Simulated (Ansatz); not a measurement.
Calculated with Ansatz (gas phase, PBE0-D4/def2-TZVP geometries, no zero-point term in ΔE). CCSD(T)/CBS adds triple-zeta CCSD(T) − MP2 to the extrapolated MP2 energy (def2 sets, frozen cores). This one scheme is used for every species. Functionals use def2-TZVPP. HSE06 is defined as in plane-wave codes. For Ga outer-core shells are correlated without core-valence functions, which leaves a few kJ/mol of doubt a bond. Scalar relativity is left out up to krypton. One conformer a species, not always the lowest.

Consider the ligand exchange at a Ga–C bond: `O[CH2][GaH2]` + HCl → `[Cl][GaH2]` + CH₃OH.

```
        level  ΔE (eV)
     HSE06-D4    -1.70
HF/def2-QZVPP    -1.94
```

(1) What does CCSD(T)/CBS give? (An estimate is asked.)

Largest T1 diagnostic among the species: 0.012.

## Answers

(1) Computed: -1.66 eV. The listed levels differ from it by -0.04, -0.28 eV.

At CCSD(T), def2-SVP lies −0.07 eV from the extrapolated value and def2-TZVPP +0.01 eV. From BLYP to BHLYP (50 % exact exchange), in def2-TZVPP and without D4, ΔE moves by −0.11 eV.
